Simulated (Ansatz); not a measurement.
Basis-set extrapolation for `N[Si]N([SiH3])[SiH3]` (PBE0-D4/def2-TZVP geometry, frozen core, the Gaussian-basis code of Ansatz). Multiplicity 1, RHF reference.

```csv
,def2-TZVPP,def2-QZVPP
HF,-980.513604,-980.546884
MP2 correlation,-0.781619,-0.837971
CCSD(T) correlation,-0.875388,not run
```

Energies in hartree. Use E(X) = E(∞) + A·exp(−7.88·√X) for Hartree–Fock and E(X) = E(∞) + B·X^(−2.97) for correlation, with X = 3 and 4, and add CCSD(T) minus MP2 of the smaller set to the MP2 limit.

What is the CCSD(T) energy at the basis-set limit?

HF limit: -980.546884 + (-0.033280) × 0.13774 = -980.55147. MP2 limit: -0.837971 + (-0.056352) × 0.74074 = -0.87971. Higher-order term: -0.875388 − (-0.781619) = -0.09377. Total: -981.52495 hartree, 357.0 kJ/mol below CCSD(T)/def2-TZVPP.
